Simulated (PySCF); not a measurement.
## Broadened absorption spectrum of HgH2

Species: HgH₂ (singlet state).
Structure used (PBE0-D3(BJ)/def2-SVP), in Å, numbered top down from 1:
```xyz
3
HgH2 angstrom
Hg     0.0000    0.0000    0.0000
H     -0.0192   -0.0238    1.6558
H      0.0192    0.0238   -1.6558
```

Level of theory: TDDFT CAM-B3LYP/def2-SVPD, vertical, gas phase, core orbitals frozen in the response, def2 core potentials past Kr in PySCF. Spin–orbit coupling is left out.

Each state is given a Gaussian of 0.5 eV full width at half maximum, with ε(max) = 2.175×10⁸ f / Δν̃ (Δν̃ the width in cm⁻¹). The cross-section is σ = 3.8235×10⁻²¹ ε cm², given in Mb (10⁻¹⁸ cm²). The width is an assumption, not a result. The curve ends short of the highest state used, and states not computed would add to its high-energy end.

| λ (nm) | σ (Mb) |
| --- | --- |
| 128.3 | 7.68 |
| 130.2 | 30.72 |
| 132.0 | 85.42 |
| 133.9 | 170.62 |
| 135.8 | 231.92 |
| 137.7 | 225.37 |
| 139.5 | 178.79 |
| 141.4 | 143.55 |
| 143.3 | 142.73 |
| 145.2 | 148.89 |
| 147.0 | 134.08 |
| 148.9 | 96.36 |
| 150.8 | 54.97 |
| 152.7 | 25.19 |
| 154.6 | 9.41 |
| 156.4 | 3.11 |
| 158.3 | 0.82 |
| 160.2 | 0.18 |
| 162.1 | 0.03 |
| 163.9 | 0.01 |
| 165.8 | 0.00 |
| 167.7 | 0.00 |
| 169.6 | 0.00 |
| 171.4 | 0.00 |
| 173.3 | 0.00 |
| 175.2 | 0.00 |
| 177.1 | 0.00 |
| 179.0 | 0.00 |
| 180.8 | 0.00 |
| 182.7 | 0.00 |
| 184.6 | 0.00 |
| 186.5 | 0.00 |
| 188.3 | 0.00 |
| 190.2 | 0.00 |
| 192.1 | 0.00 |
| 194.0 | 0.00 |
| 195.8 | 0.00 |
| 197.7 | 0.00 |
| 199.6 | 0.00 |
| 201.5 | 0.00 |
| 203.3 | 0.00 |
| 205.2 | 0.00 |
| 207.1 | 0.00 |
| 209.0 | 0.00 |
| 210.9 | 0.00 |
| 212.7 | 0.00 |
| 214.6 | 0.00 |
| 216.5 | 0.00 |
| 218.4 | 0.00 |
| 220.2 | 0.00 |
| 222.1 | 0.00 |
| 224.0 | 0.00 |
| 225.9 | 0.00 |
| 227.7 | 0.00 |
| 229.6 | 0.00 |
| 231.5 | 0.00 |

Question: Locate the maxima and give the states behind the curve.

Answer: 145 nm (8.55 eV), ε about 39000, made up of S3 (47%) and S4 (47%); 137 nm (9.08 eV), ε about 62000, made up of S5 (98%) (ε in L mol⁻¹ cm⁻¹; maxima over ε = 5, shares over 10%). The states used: S1 6.11 eV (f 0.0000); S2 6.11 eV (f 0.0000); S3 8.51 eV (f 0.344); S4 8.51 eV (f 0.344); S5 9.09 eV (f 1.134); S6 9.64 eV (f 0.0078); S7 9.84 eV (f 0.0000); S8 10.27 eV (f 0.0000); S9 10.27 eV (f 0.0000).

Question: Coming from long wavelengths, where does ε first pass 100 L mol⁻¹ cm⁻¹?

Answer: At about 159 nm (7.78 eV), 1.68 eV above S1.

Question: What would ε be at 9.08 eV, the highest of these maxima, with half the width (0.25 eV)?

Answer: About 122000 L mol⁻¹ cm⁻¹ against 62200, a factor of about 1.96; a lone state at its own centre would give exactly 2.

All these states lie below the vertical ionisation energy of 10.65 eV (ΔSCF).

Time: 2.5 s of wall time. Hardware: an x86-64 server with one thread, on a shared host.
